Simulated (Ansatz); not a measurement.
Ideal-gas functions of `C=N[Si](O)(F)Cl` at 298.15 K and 1 bar, from an Ansatz frequency run at PBE0-D4/def2-TZVP.

Molar mass 127.58 g/mol, point group C1 (symmetry number 1), electronic degeneracy 1, moments of inertia 173.856, 265.26, 310.98 u Å². Harmonic wavenumbers (cm⁻¹, unscaled): 86, 130, 163, 226, 258, 314, 327, 393, 521, 597, 756, 807, 921, 1000, 1140, 1225, 1526, 1774, 3006, 3089, 3930.

Use S(trans) = R[1.5 ln M + 2.5 ln T − 1.1517]; rotational temperatures θ = 24.2544 K / I; S(rot) = R[ln(√π/σ · √(T³/θAθBθC)) + 1.5]; for each mode x = 1.438777 ν̃/T, S = R[x/(eˣ − 1) − ln(1 − e⁻ˣ)] and H = RT x/(eˣ − 1); 1 cm⁻¹ = 0.0119627 kJ/mol; R = 8.31446 J/(mol·K).

Task: By hand: the entropy, in J/(mol·K).

Result: Translation 169.3. Rotation: θ = 0.1395, 0.0914, 0.078 K, giving 117.0. Vibration, mode by mode: 15.69, 12.33, 10.52, 7.99, 7.01, 5.61, 5.33, 4.14, 2.54, 1.90, 1.03, 0.84, 0.54, 0.39, 0.22, 0.16, 0.04, 0.02, 0.00, 0.00, 0.00, in all 76.3. Electronic 0.0. Sum 362.6 J/(mol·K).

Task: By hand: H − E and G − E in kJ/mol, counted from the electronic energy.

Result: Zero-point energy ½ × 22189 × 0.0119627 = 132.7; thermal vibration 12.7; translation, rotation and pV give 4 RT = 9.9. H − E = 155.3 kJ/mol, and G − E = 155.3 − 298.15 × 362.6/1000 = 47.2 kJ/mol.

Vibration gives 21 % of the entropy, 28.0 J/(mol·K) of it from the modes under 150 cm⁻¹: soft modes count most, and the harmonic formula is weakest for them. The sum counts one conformer and one mirror image; others add a mixing term.
